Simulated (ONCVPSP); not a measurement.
Pseudopotential generation for Bi: ONCV, PBE, fully relativistic.

* Element: Bi
* Generator: ONCVPSP 4.0.1
* Type: optimised norm-conserving Vanderbilt (ONCV)
* Functional: PBE
* Relativity: fully relativistic
* Frozen core: [Kr] 4d10 4f14
* Valence charge: 23
* Reference configuration: 5s2 5p6 5d10 6s1.75 6p3.25
* Partial waves: 5s+6s: rc 1.60 bohr, ncon 4, nbas 7, qcut 6.2 1/bohr, 2 projectors; 5p+6p: rc 1.45 bohr, ncon 3, nbas 7, qcut 7.4 1/bohr, 2 projectors; 5d: rc 1.90 bohr, ncon 4, nbas 8, qcut 6.4 1/bohr, 2 projectors, debl 2.2 Ha
* Local potential: polynomial inside 1.30 bohr (lpopt 2, dvloc0 0 Ha)
* Core correction: Teter function fitted to the true core (icmod 2), fcfact 0.3

Open shells are filled in proportion to 2j + 1.

Poles of the logarithmic derivatives, all-electron (AE) and pseudo (PS). s: poles at -5.6, 4.6 (AE) and -5.6, 4.2 (PS) Ha. p3/2: poles at -2.5 (AE) and -2.5 (PS) Ha. p1/2: poles at -3.7 (AE) and -3.7 (PS) Ha. d5/2: poles at -0.6 (AE) and -0.6 (PS) Ha. d3/2: poles at -0.7 (AE) and -0.7 (PS) Ha. Test radii: s 1.62, p3/2 1.47, p1/2 1.47, d5/2 1.93, d3/2 1.93 bohr.

- Cutoffs needed: 22 Ha and 59 Ha (the cutoffs (Ha) at which the residual kinetic energy of the hardest occupied pseudo-wave falls to 1 and 0.1 mHa per electron)
- Ghost test: no bound ghost flagged; no localised positive-energy state flagged
- Largest excitation error: -17 meV (all-electron minus pseudo) for 5s2 5p6 5d10 6s0 6p5, out of 4 test configurations
- rms error of d²Exc/dni dnj: 9.44 mHa without and 3.01 mHa with the model core
